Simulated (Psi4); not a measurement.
CHN, charge +1, doublet (typed; the unrestricted solution is spin-contaminated), at a GFN2-xTB geometry (a state made from the parent by changing its charge; the spin is typed, not shown lowest), atoms displaced at random by about 0.02 Å a coordinate; HF/def2-SV(P) in Psi4.

Input for Psi4:
```
memory 2 GB

molecule {
1 2
C     0.01150551   -0.01202284   -0.72847917
N    -0.00280337   -0.02488361    0.44227773
H     0.00278529    0.02546333    1.44846316
}

set {
  basis def2-sv(p)
  reference uhf
  g_convergence turbomole
}

optimize('scf')
print_variables()
```

It wrote (shortened):

```
gradient() will perform analytic gradient computation.

   => Loading Basis Set <=

    Name: DEF2-SV(P)
    Role: ORBITAL
    Keyword: BASIS

         ---------------------------------------------------------
                                   SCF
               by Justin Turney, Rob Parrish, Andy Simmonett
                          and Daniel G. A. Smith
                              UHF Reference
         ---------------------------------------------------------

  ==> Geometry <==

    Molecular point group: cs
    Full point group: Cs

    Geometry (in Angstrom), charge = 1, multiplicity = 2:

       Center              X                  Y                   Z               Mass
    ------------   -----------------  -----------------  -----------------  -----------------
         C           -0.007224075624     0.688198854988     0.000000000000    12.000000000000
         N            0.009125380750    -0.482601963950     0.000000000000    14.003074004430
         H           -0.040775405601    -1.488825139272     0.000000000000     1.007825032230

  Running in cs symmetry.

  Rotational constants: A =   5361.37880  B =      1.50796  C =      1.50754 [cm^-1]
  Rotational constants: A = 160730092.97718  B =  45207.63965  C =  45194.92793 [MHz]
  Nuclear repulsion =   24.116342381899599

  Charge       = 1
  Multiplicity = 2
  Electrons    = 13
  Nalpha       = 7
  Nbeta        = 6

  ==> Algorithm <==

  SCF Algorithm Type is DF.
  DIIS enabled.
  MOM disabled.
  Fractional occupation disabled.
  Guess Type is SAD.
  Energy threshold   = 1.00e-08
  Density threshold  = 1.00e-08
  Integral threshold = 1.00e-12

  ==> Primary Basis <==

  Basis Set: DEF2-SV(P)
    Blend: DEF2-SV(P)
    Number of shells: 14
    Number of basis functions: 30
    Number of Cartesian functions: 32
    Spherical Harmonics?: true
    Max angular momentum: 2

   => Loading Basis Set <=

    Name: (DEF2-SV(P) AUX)
    Role: JKFIT
    Keyword: DF_BASIS_SCF

  ==> Integral Setup <==

  SCF_SUBTYPE=INCORE selected. In-core MEM_DF algorithm will be used.
  Using in-core AOs.

  ==> MemDFJK: Density-Fitted J/K Matrices <==

    J tasked:                   Yes
    K tasked:                   Yes
    wK tasked:                   No
    Algorithm:                 Core
    Schwarz Cutoff:           1E-12
    Mask sparsity (%):       0.0000
    Fitting Condition:        1E-10

   => Auxiliary Basis Set <=

  Basis Set: (DEF2-SV(P) AUX)
    Blend: DEF2-UNIVERSAL-JKFIT
    Number of shells: 56
    Number of basis functions: 170
    Number of Cartesian functions: 202
    Spherical Harmonics?: true
    Max angular momentum: 4

  Minimum eigenvalue in the overlap matrix is 8.4009686802E-03.
  Reciprocal condition number of the overlap matrix is 2.1976441320E-03.
    Using symmetric orthogonalization.

  ==> Pre-Iterations <==

  SCF Guess: Superposition of Atomic Densities via on-the-fly atomic UHF (no occupation information).

   -------------------------
    Irrep   Nso     Nmo
   -------------------------
     A'        22      22
     A"         8       8
   -------------------------
    Total      30      30
   -------------------------

  ==> Iterations <==

                           Total Energy        Delta E     RMS |[F,P]|

   @DF-UHF iter SAD:   -91.95693863230714   -9.19569e+01   0.00000e+00
   @DF-UHF iter   1:   -92.30232702852084   -3.45388e-01   1.39100e-02 DIIS/ADIIS
   @DF-UHF iter   2:   -92.34194786354976   -3.96208e-02   1.07860e-02 DIIS/ADIIS
   @DF-UHF iter   3:   -92.36978808021512   -2.78402e-02   2.56464e-03 DIIS/ADIIS
   @DF-UHF iter   4:   -92.37335968656242   -3.57161e-03   1.22549e-03 DIIS/ADIIS
   @DF-UHF iter   5:   -92.37533084385853   -1.97116e-03   1.13640e-03 DIIS/ADIIS
   @DF-UHF iter   6:   -92.37809520629085   -2.76436e-03   1.04686e-03 DIIS/ADIIS
   @DF-UHF iter   7:   -92.38548837594095   -7.39317e-03   7.25681e-04 DIIS/ADIIS
   @DF-UHF iter   8:   -92.38459025396020    8.98122e-04   5.88316e-04 DIIS/ADIIS
[...]
  @DF-UHF Final Energy:   -92.38578185417801
    Total Energy =                        -92.3857818541780063
  @DF-UHF Final Energy:   -92.38843560919034
    Total Energy =                        -92.3884356091903385
  @DF-UHF Final Energy:   -92.38854058518947
    Total Energy =                        -92.3885405851894745
  @DF-UHF Final Energy:   -92.38855868761178
    Total Energy =                        -92.3885586876117770
  @DF-UHF Final Energy:   -92.38856559161604
    Total Energy =                        -92.3885655916160431
  @DF-UHF Final Energy:   -92.38856561502760
    Total Energy =                        -92.3885656150276020
[...]
    Fitting Condition:       1E-10

   => Auxiliary Basis Set <=

  Basis Set: (DEF2-SV(P) AUX)
    Blend: DEF2-UNIVERSAL-JKFIT
    Number of shells: 56
    Number of basis functions: 170
    Number of Cartesian functions: 202
    Spherical Harmonics?: true
    Max angular momentum: 4

  -Total Gradient:
     Atom            X                  Y                   Z
    ------   -----------------  -----------------  -----------------
       1        0.000001468687     0.000000000000     0.000041769181
       2       -0.000003100986     0.000000000000    -0.000044164533
       3        0.000001632299     0.000000000000     0.000002395352

    			-----------------------------------------

    			 OPTKING 3.0: for geometry optimizations

    			     By R.A. King, Bethel University

    			        with contributions from

    			    A.V. Copan, J. Cayton, A. Heide

    			-----------------------------------------

	                            ===> Fragment 1 <==

	 Z (Atomic Numbers)          Masses                          Geom
	       6.000000            12.000000         -0.00000379  0.00000000  1.26265078
	       7.000000            14.003074         -0.00000379  0.00000000 -0.88075007
	       1.000000             1.007825          0.00009772  0.00000000 -2.79671659

	 - Coordinate -           - BOHR/RAD -       - ANG/DEG -
	 R(1,2)           =         2.143401           1.134239
	 R(2,3)           =         1.915967           1.013886
	 L(1,2,3)         =         3.141540         179.996964
	 l(1,2,3)         =         3.141593         180.000000

	        --- Internal Coordinate Step in ANG or DEG, aJ/ANG or AJ/DEG ---
	-------------------------------------------------------------------------------
	           Coordinate      Previous         Force          Change          New
	           ----------      --------        ------          ------        ------
	               R(1,2)       1.13424       -0.00034       -0.00002       1.13422
	               R(2,3)       1.01389        0.00002        0.00000       1.01389
	             L(1,2,3)     179.99696        0.00000        0.00304     180.00000
	             l(1,2,3)     180.00000        0.00000        0.00000     180.00000
	-------------------------------------------------------------------------------

	                                 ==> Convergence Check <==

	Measures of convergence in internal coordinates in au.

	Criteria marked as inactive (o), active & met (*), and active & unmet ( ).

	----------------------------------------------------------------------------------------------
	   Step    Total Energy     Delta E     Max Force     RMS Force      Max Disp      RMS Disp
	----------------------------------------------------------------------------------------------
	  Convergence Criteria     1.00e-06 *    1.00e-03 *    5.00e-04 *    1.00e-03 *    5.00e-04 *
	----------------------------------------------------------------------------------------------
	     6     -92.38856562   -2.34e-08 *    4.18e-05 *    2.10e-05 *    5.30e-05 *    3.35e-05 *  ~
	----------------------------------------------------------------------------------------------

Next Geometry in Ang
	Fragment 1 (Ang)

	    C  -0.0000109284   0.0000000000   0.6681520345
	    N   0.0000169036   0.0000000000  -0.4660651931
	    H   0.0000417290   0.0000000000  -1.4799523735

    Final optimized geometry and variables:
    Molecular point group: cs
    Full point group: C_inf_v

    Geometry (in Angstrom), charge = 1, multiplicity = 2:

    C           -0.000002004280     0.000000000000     0.668166018525
    N           -0.000002004280     0.000000000000    -0.466072864399
    H            0.000051712783     0.000000000000    -1.479958686252

  Variable Map:
  ----------------------------------------------------------------------------
[...]
  Array Variable Map:
  ----------------------------------------------------------------------------
[...]
Optimizer: Optimization complete!
```
